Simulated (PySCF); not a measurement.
# Selenium: highly charged ions in a basis for the neutral atom

Se¹²⁺ [Ar] 3d4, Se¹³⁺ [Ar] 3d3. Calculation: PySCF 2.14, in cc-pVTZ-PP with ECP10MDF (5s4p3d1f, 39 functions); a scalar-relativistic core potential. No spin-orbit coupling, so a gap to NIST mixes the basis error with missing relativistic terms.

Changed run: basis of the neutral atom used for a highly charged ion. This setting is unsound on purpose.

```
species  method  sound run (hartree)  changed run (hartree)  converged
  Se¹²⁺     UHF              not run             -307.88028        yes
  Se¹²⁺    MN15              not run             -308.11827        yes
  Se¹²⁺   B3LYP              not run             -308.42241        yes
  Se¹³⁺     UHF              not run             -293.37994        yes
  Se¹³⁺    MN15              not run             -293.36625        yes
  Se¹³⁺   B3LYP              not run             -293.88673        yes
```

Ionisation energy of Se¹²⁺:

```
method  changed run (eV)  NIST (eV)
   UHF            394.57    383 ± 3
  MN15            401.42    383 ± 3
 B3LYP            395.54    383 ± 3
```

The contracted functions were made for the neutral atom and can be too rigid for a highly charged ion.
